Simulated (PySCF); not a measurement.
## Radial density of Bi⁶¹⁺ (bismuth, charge +61)

BHandHLYP, [Ar] 3d4, high-spin 5D determinant. All numbers are calculated (PySCF 2.14, the spin-free X2C one-electron Hamiltonian (Gaussian nucleus), in an uncontracted even-tempered set (17 s from 17 bohr⁻², ratio 2.5; 13 p from 23 bohr⁻², ratio 2.5; 7 d from 23 bohr⁻², ratio 2.5; 4 f from 82 bohr⁻², ratio 2.7; 3 g from 120 bohr⁻², ratio 2.7)).

```json
{"r (bohr)": "0.0131", "4πr²ρ (e/bohr)": "113.8", "4πr²(ρα − ρβ)": "0.0119"}
{"r (bohr)": "0.0220", "4πr²ρ (e/bohr)": "101.7", "4πr²(ρα − ρβ)": "0.1957"}
{"r (bohr)": "0.0369", "4πr²ρ (e/bohr)": "138.4", "4πr²(ρα − ρβ)": "1.8603"}
{"r (bohr)": "0.0621", "4πr²ρ (e/bohr)": "126.8", "4πr²(ρα − ρβ)": "10.6867"}
{"r (bohr)": "0.104", "4πr²ρ (e/bohr)": "81.11", "4πr²(ρα − ρβ)": "27.9289"}
{"r (bohr)": "0.176", "4πr²ρ (e/bohr)": "76.30", "4πr²(ρα − ρβ)": "20.0511"}
{"r (bohr)": "0.296", "4πr²ρ (e/bohr)": "7.104", "4πr²(ρα − ρβ)": "1.6332"}
{"r (bohr)": "0.497", "4πr²ρ (e/bohr)": "0.02378", "4πr²(ρα − ρβ)": "0.0069"}
```

Densities and radii are taken from the X2C orbitals without a picture-change correction, which distorts them close to the nucleus.

Spin-orbit coupling is strong in this species (close to jj coupling), so the high-spin LS determinant is a model state, not a physical level.
